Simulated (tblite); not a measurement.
Compound: C3H9GaOSi.
Bonds: Si1–O2, O2–C3, C3–C4, C4–C5 (double), C5–Ga6, O2–Ga6. Hydrogens: H7, H8, H9 on Si1; H10, H11 on C3; H12 on C4; H13 on C5; H14, H15 on Ga6.
Bond orders are those of one Lewis drawing.

Computed with GFN2-xTB (tblite), gas phase: L-BFGS steps from a force-field or distance-geometry start until the largest atomic force falls under 0.01 eV/Å.

Step 83: E = -490.2745 eV
```
atom  x, y, z in Å  |  force x, y, z in eV/Å
Si1     2.1938    0.2563    0.0227   -0.023   0.005  -0.044
O2      0.5496    0.0275    0.0406    0.055   0.007   0.000
C3     -0.0993   -1.0263   -0.6530    0.036   0.032  -0.026
C4     -1.5791   -0.9870   -0.4010   -0.004   0.002  -0.049
C5     -2.1582    0.0427    0.2122   -0.008   0.019   0.063
Ga6    -0.8348    1.4080    0.8390   -0.012   0.028  -0.013
H7      2.7461   -1.0966    0.1029    0.033  -0.021   0.012
H8      2.3586    1.0804    1.2045    0.045   0.047   0.083
H9      2.5915    0.9142   -1.2270   -0.066  -0.064  -0.008
H10     0.0857   -0.9170   -1.7313    0.035  -0.051   0.018
H11     0.3262   -1.9871   -0.3274   -0.056   0.053  -0.026
H12    -2.1063   -1.8520   -0.7907   -0.032  -0.024  -0.005
H13    -3.2353   -0.0037    0.3524   -0.004  -0.032  -0.034
H14    -0.4351    1.4984    2.3428    0.034   0.004   0.006
H15    -0.4077    2.6501   -0.0087   -0.033  -0.005   0.022
```

Step 84: E = -490.2759 eV
```
atom  x, y, z in Å  |  force x, y, z in eV/Å
Si1     2.1905    0.2653    0.0170   -0.042  -0.034  -0.026
O2      0.5462    0.0283    0.0384    0.109  -0.011  -0.036
C3     -0.0976   -1.0325   -0.6491    0.019   0.045  -0.051
C4     -1.5782   -0.9825   -0.4047   -0.058  -0.020  -0.063
C5     -2.1570    0.0473    0.2103   -0.003  -0.027   0.032
Ga6    -0.8325    1.4065    0.8477   -0.010   0.012  -0.018
H7      2.7523   -1.0848    0.1074    0.021   0.002   0.010
H8      2.3483    1.0925    1.1986    0.054   0.051   0.060
H9      2.5783    0.9095   -1.2424   -0.058  -0.050   0.000
H10     0.0937   -0.9427   -1.7305    0.031  -0.020   0.097
H11     0.3246   -1.9899   -0.3085   -0.070   0.055  -0.021
H12    -2.1139   -1.8404   -0.8027    0.007  -0.003   0.010
H13    -3.2362   -0.0009    0.3381    0.013  -0.007  -0.022
H14    -0.4275    1.4827    2.3508    0.029   0.005   0.008
H15    -0.3952    2.6495    0.0076   -0.040   0.003   0.020
```

Question: Estimate the geometry and energy of step 85. (The exact step hangs on the optimiser's Hessian estimate; all steps are aligned on step 84, rigid shifts and turns removed.)

Answer: E = -490.2771 eV, largest force 0.099 eV/Å
```
atom  x, y, z in Å  |  force x, y, z in eV/Å
Si1     2.1894    0.2658    0.0170   -0.030  -0.048   0.046
O2      0.5460    0.0293    0.0373    0.093   0.015  -0.031
C3     -0.0975   -1.0294   -0.6519   -0.003   0.008  -0.003
C4     -1.5783   -0.9809   -0.4072   -0.017   0.006  -0.043
C5     -2.1564    0.0462    0.2127   -0.024  -0.027   0.022
Ga6    -0.8342    1.4088    0.8484   -0.003  -0.019  -0.004
H7      2.7528   -1.0841    0.1107    0.016   0.008   0.005
H8      2.3493    1.0897    1.2031    0.047   0.036   0.022
H9      2.5736    0.9054   -1.2427   -0.040  -0.023  -0.036
H10     0.0951   -0.9429   -1.7317    0.037  -0.002   0.054
H11     0.3234   -1.9862   -0.3091   -0.063   0.035  -0.021
H12    -2.1135   -1.8385   -0.8031   -0.007  -0.026  -0.011
H13    -3.2357   -0.0065    0.3389    0.012   0.008  -0.008
H14    -0.4223    1.4853    2.3508    0.021   0.005  -0.002
H15    -0.3960    2.6459    0.0046   -0.038   0.026   0.010
```

The energy changes by -0.0012 eV. The first-order estimate −F·Δx gives -0.0017 eV and the mean of the old and new forces, exact on a quadratic surface, -0.0012 eV. The step makes an angle of 66° with the force vector and moves no atom by more than 0.006 Å.

The cost below is that of the whole relaxation. Hardware: one thread of an Arm Neoverse V1, no GPU, on a shared host. Cost: 0.94 s of wall time.
